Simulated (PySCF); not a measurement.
**`InChI=1S/C5H8OSe/c1-4-5(2-6)3-7-4/h2,4-5H,3H2,1H3/t4-,5-/m1/s1`**

Molfile (atoms numbered from 1):
```
C5H8OSe
     RDKit          3D

 15 15  0  0  0  0  0  0  0  0999 V2000
    1.6360   -0.0782    0.6023 C   0  0  0  0  0  0  0  0  0  0  0  0
    0.7552   -0.5029   -0.5526 C   0  0  1  0  0  0  0  0  0  0  0  0
   -0.0879   -2.3001   -0.2427 Se  0  0  0  0  0  2  0  0  0  0  0  0
   -1.4763   -0.9150    0.0317 C   0  0  0  0  0  0  0  0  0  0  0  0
   -0.6310    0.1764   -0.6201 C   0  0  1  0  0  0  0  0  0  0  0  0
   -0.6985    1.5205    0.0466 C   0  0  0  0  0  0  0  0  0  0  0  0
   -1.3940    1.7958    0.9820 O   0  0  0  0  0  0  0  0  0  0  0  0
    2.4709   -0.7692    0.7054 H   0  0  0  0  0  0  0  0  0  0  0  0
    1.0752   -0.0726    1.5348 H   0  0  0  0  0  0  0  0  0  0  0  0
    2.0362    0.9203    0.4319 H   0  0  0  0  0  0  0  0  0  0  0  0
    1.3064   -0.4804   -1.4947 H   0  0  0  0  0  0  0  0  0  0  0  0
   -2.4195   -1.1415   -0.4596 H   0  0  0  0  0  0  0  0  0  0  0  0
   -1.6392   -0.7366    1.0941 H   0  0  0  0  0  0  0  0  0  0  0  0
   -0.9135    0.3198   -1.6683 H   0  0  0  0  0  0  0  0  0  0  0  0
   -0.0246    2.2718   -0.4126 H   0  0  0  0  0  0  0  0  0  0  0  0
  1  2  1  0
  2  3  1  0
  3  4  1  0
  4  5  1  0
  5  6  1  0
  6  7  2  0
  5  2  1  0
  1  8  1  0
  1  9  1  0
  1 10  1  0
  2 11  1  6
  4 12  1  0
  4 13  1  0
  5 14  1  6
  6 15  1  0
M  END
```

Computed with TDDFT B3LYP/def2-SVPD circular dichroism and optical rotation, one conformer, gas phase in PySCF 2.14.0. Geometry: GFN2-xTB.

The molecule is flexible and this is one conformer; a measurement averages over conformers. The calculation is non-relativistic, which matters for the atoms heavier than Zn. States above about 6.1 eV (minus the energy of the highest occupied orbital) lie near or above the ionisation threshold and depend on the basis.

Stereocentres: C2 R, C5 R.

**Question.** What is the specific rotation at 633, 589.3, 546, 436, 405 nm?

**Answer.** [α] in deg dm⁻¹ (g/mL)⁻¹:
| λ (nm) | origin-invariant length gauge | modified velocity gauge | length gauge (centre of mass) | isotropic polarisability (au) |
| --- | --- | --- | --- | --- |
| 633 | +194.4 | +194.5 | +195.3 | 90.8 |
| 589.3 | +229.4 | +230.2 | +230.4 | 91.2 |
| 546 | +275.0 | +277.3 | +276.3 | 91.8 |
| 436 | +498.4 | +517.5 | +500.8 | 94.1 |
| 405 | +647.0 | +687.5 | +649.9 | 95.3 |

The shortest wavelength is close to the first absorption, where this undamped response comes out too large.

**Question.** And for the mirror image at 589.3 nm?

**Answer.** -229.4 deg dm⁻¹ (g/mL)⁻¹ (origin-invariant length gauge): the same size and the opposite sign.

**Question.** What is the molar rotation [Φ] = [α]·M/100 of the geometry above at 589.3 nm?

**Answer.** With M = 163.09 g/mol, +374.1 deg cm² dmol⁻¹ (origin-invariant length gauge).

The first excitation lies at 3.54 eV (350 nm) with R = +2.6 × 10⁻⁴⁰ esu² cm² (velocity form).
